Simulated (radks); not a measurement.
The numbers below are computed, except where a source is named.
Task: The mean radii <r> (bohr) of the occupied orbitals of an atom or ion are listed with their occupations. Level of theory: scalar-relativistic Kohn-Sham, PBEsol, spin-polarised, spherical densities, finite nucleus; Fermi nuclear charge, rms radius of each element as measured or else 0.836 A^(1/3) + 0.57 fm (a radial shooting solver on a logarithmic mesh with Libxc functionals).

orbital  occ.      <r>
1s up       1  0.03708
1s down     1  0.03708
2s up       1   0.1626
2s down     1   0.1626
2p up       3   0.1417
2p down     3   0.1417
3s up       1   0.4574
3s down     1   0.4572
3p up       3   0.4604
3p down     3   0.4600
3d up       5   0.4483
3d down     5   0.4473
4s up       1    1.110
4s down     1    1.109
4p up       2    1.188

Name the element and its charge. Open shells, if any, are filled with parallel spins first.

Result: Z = 40, zirconium, charge +8: Zr8+ in [Ar] 3d10 4s2 4p2. The 1s radius gives Z: for a bare nucleus <r> = (2 gamma + 1)/(2Z) with gamma = sqrt(1 - (Z/c)^2), 0.03641 bohr for Z = 40, and screening makes it slightly larger (0.03708 here). The occupations add up to 32, and the charge is Z minus that.
